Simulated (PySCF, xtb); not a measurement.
C4H6ClF, SMILES C[C@@H](F)/C=C\Cl.

GFN2-xTB (xtb 6.7.1) at its own geometry gives an orbital gap of 4.61 eV and a dipole moment of 1.63 D.

The structure is a stationary point at PBE0-D3(BJ)/def2-SVP. The structure was generated by enumeration; whether it is a known compound was not checked. One conformer was computed; it need not be the lowest.

Question: What does PBE/def2-TZVP (PySCF) give? (The exact figures need the calculation; the answer reports its results.)

Answer: gap 4.95 eV (levels -6.34 and -1.40 eV), dipole 1.19 D.
